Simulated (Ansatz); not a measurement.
Reaction (formal hydrolysis of a B–C bond): `FB(F)[CH2][SbH2]` + H₂O → `OB(F)F` + `[CH3][SbH2]`

Gas-phase electronic energies from Ansatz, PBE0-D4/def2-TZVP geometries. CCSD(T)/CBS adds triple-zeta CCSD(T) − MP2 to the extrapolated MP2 energy (def2 sets, frozen cores). This one scheme is used for every species. DFT in def2-TZVPP. B3LYP here is the variant with VWN-RPA as its local correlation; programs differ in this. HSE06 is defined as in plane-wave codes. Elements past krypton have def2 core potentials. For Sb outer-core shells are correlated without core-valence functions, which leaves a few kJ/mol of doubt a bond. Each species was taken in one conformer, which may not be the lowest.

`FB(F)[CH2][SbH2]`:

Z-matrix (Å, degrees):
```
C
Sb 1 2.190
B 1 1.539 2 108.9
H 1 1.090 2 105.0 3 -122.0
H 1 1.090 2 105.0 3 122.0
H 2 1.710 1 94.0 3 -45.8
H 2 1.710 1 94.0 3 45.5
F 3 1.326 1 122.0 2 89.3
F 3 1.326 1 122.0 2 -89.4
```

H₂O:

Cartesian coordinates in Å:
```
O 0.218 -0.316 0.061
H -0.284 -0.097 -0.726
H 0.066 0.414 0.665
```

`OB(F)F`:

Cartesian coordinates in Å:
```
O -0.004 -0.117 1.010
B 0.222 0.086 -0.301
F 1.432 0.411 -0.707
F -0.736 -0.031 -1.212
H -0.914 -0.349 1.209
```

`[CH3][SbH2]`:

Z-matrix (Å, degrees):
```
C
Sb 1 2.162
H 1 1.088 2 111.0
H 1 1.090 2 108.7 3 120.8
H 1 1.090 2 108.7 3 -120.8
H 2 1.711 1 94.2 3 -45.5
H 2 1.711 1 94.2 3 46.1
```

```tsv
level	ΔE (kJ/mol)	difference from CCSD(T)/CBS
LDA (SPW92)	-100.0	-2.9
PBE-D4	-95.0	2.1
revPBE-D4	-93.5	3.6
BLYP-D4	-100.1	-3.0
r2SCAN-D4	-103.3	-6.2
B97M-V	-106.2	-9.1
PBE0-D4	-98.8	-1.7
B3LYP-D4	-103.3	-6.2
r2SCANh-D4	-104.0	-6.9
HSE06-D4	-98.9	-1.8
BHLYP-D4	-108.1	-11.0
CAM-B3LYP-D4	-107.9	-10.8
ωB97X-V	-102.7	-5.6
ωB97M-V	-102.5	-5.4
PBE-QIDH	-103.2	-6.1
PBE	-99.1	-2.0
revPBE	-99.9	-2.8
BLYP	-108.0	-10.9
r2SCAN	-104.4	-7.3
B3LYP	-109.9	-12.8
r2SCANh	-105.3	-8.2
r2SCAN0	-106.6	-9.5
HSE06	-102.5	-5.4
BHLYP	-114.4	-17.3
CAM-B3LYP	-111.9	-14.8
LC-ωPBE	-104.3	-7.2
RPA@PBE/def2-TZVPP	-99.1	-2.0
HF/def2-SVP	-134.6	-37.5
MP2/def2-SVP	-124.0	-26.9
CCSD/def2-SVP	-124.7	-27.6
CCSD(T)/def2-SVP	-123.2	-26.1
HF/def2-TZVPP	-123.9	-26.8
MP2/def2-TZVPP	-99.7	-2.6
SCS-MP2/def2-TZVPP	-104.0	-6.9
CCSD/def2-TZVPP	-104.6	-7.5
MP2/def2-QZVPP	-97.1	0.0
SCS-MP2/def2-QZVPP	-101.7	-4.6
HF/CBS(def2)	-123.7	-26.6
MP2/CBS(def2)	-95.2	1.9
CCSD/CBS(def2)	-100.1	-3.0
CCSD(T)/CBS	-97.1	0
```

Largest T1 diagnostic among the species: 0.013.

At CCSD(T), def2-SVP lies −26.1 kJ/mol from the extrapolated value and def2-TZVPP −4.5 kJ/mol. The D4 term adds +6.6 kJ/mol with B3LYP and +3.8 kJ/mol with PBE0; it sums over pairs of atoms, weighted by their polarisabilities, and B3LYP, whose exchange is more repulsive, gets the larger term. From BLYP to BHLYP (50 % exact exchange), in def2-TZVPP and without D4, ΔE moves by −6.4 kJ/mol.
